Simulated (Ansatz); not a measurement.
`CC(C)N[SiH3]` + `OB(O)Br` → `OB(Br)O[SiH3]` + `CC(C)N`  (ligand exchange at the Si–N bond)

Gas-phase electronic energies from Ansatz, PBE0-D4/def2-TZVP geometries. CCSD(T)/CBS adds triple-zeta CCSD(T) − MP2 to the extrapolated MP2 energy (def2 sets, frozen cores). DFT in def2-TZVPP. B3LYP here is the variant with VWN-RPA as its local correlation; programs differ in this. For Br outer-core shells are correlated without core-valence functions, which leaves a few kJ/mol of doubt a bond. Scalar relativity is left out up to krypton. One conformer a species, not always the lowest.

`CC(C)N[SiH3]`:

Z-matrix (Å, degrees):
```
C
C 1 1.518
H 1 1.093 2 110.5
H 1 1.094 2 111.8 3 120.4
H 1 1.092 2 110.4 3 -120.2
C 2 1.518 1 111.1 3 61.5
N 2 1.456 1 110.2 3 -60.3
H 2 1.103 1 107.6 3 179.3
H 6 1.093 2 110.9 1 60.0
H 6 1.094 2 111.0 1 179.8
H 6 1.093 2 110.3 1 -60.4
Si 7 1.720 2 125.9 1 -43.2
H 7 1.009 2 112.6 1 166.0
H 12 1.487 7 112.1 2 71.9
H 12 1.495 7 114.1 2 -49.2
H 12 1.486 7 105.9 2 -168.9
```

`OB(O)Br`:

```xyz
6

O     0.298   -0.037    1.106
B    -0.148   -0.030   -0.173
O     0.635    0.381   -1.188
Br   -1.943   -0.617   -0.599
H    -0.350   -0.351    1.740
H     1.508    0.654   -0.886
```

`OB(Br)O[SiH3]`:

```xyz
9

O     1.514   -1.680   -0.874
B     0.782   -0.852   -0.104
Br    0.955   -0.945    1.847
O    -0.057    0.029   -0.663
Si   -1.093    1.180   -0.070
H     2.081   -2.269   -0.372
H    -0.335    2.192    0.702
H    -1.727    1.804   -1.253
H    -2.119    0.542    0.788
```

`CC(C)N`:

```xyz
13

C     0.951    0.293   -0.968
C    -0.163    0.316    0.061
C    -1.042   -0.917   -0.047
N     0.427    0.358    1.394
H     1.580    1.184   -0.889
H     1.586   -0.583   -0.815
H     0.546    0.260   -1.982
H    -0.794    1.198   -0.143
H    -1.502   -0.984   -1.035
H    -1.845   -0.895    0.695
H    -0.447   -1.818    0.125
H     0.999    1.187    1.503
H    -0.296    0.400    2.102
```

**Question.** Is it downhill or uphill in electronic energy at CCSD(T)/CBS, and by how much? (Estimate.)

**Answer.** Computed: Downhill: ΔE = -49.5 kJ/mol.

**Question.** What do these levels give: LDA (SPW92), r2SCAN-D4, B3LYP-D4, CAM-B3LYP-D4, HF/def2-SVP, CCSD(T)/def2-TZVPP? (Estimate.)

**Answer.** The calculation gave: LDA (SPW92) -36.7, r2SCAN-D4 -47.7, B3LYP-D4 -48.3, CAM-B3LYP-D4 -48.7, HF/def2-SVP -49.4, CCSD(T)/def2-TZVPP -48.4 kJ/mol.

Largest T1 diagnostic among the species: 0.011.

At CCSD(T), def2-SVP lies +10.1 kJ/mol from the extrapolated value and def2-TZVPP +1.2 kJ/mol. In def2-TZVPP, CCSD(T) changes the Hartree–Fock value by +12.1 kJ/mol (the triples alone add +1.4 kJ/mol) and MP2 by +12.7 kJ/mol.
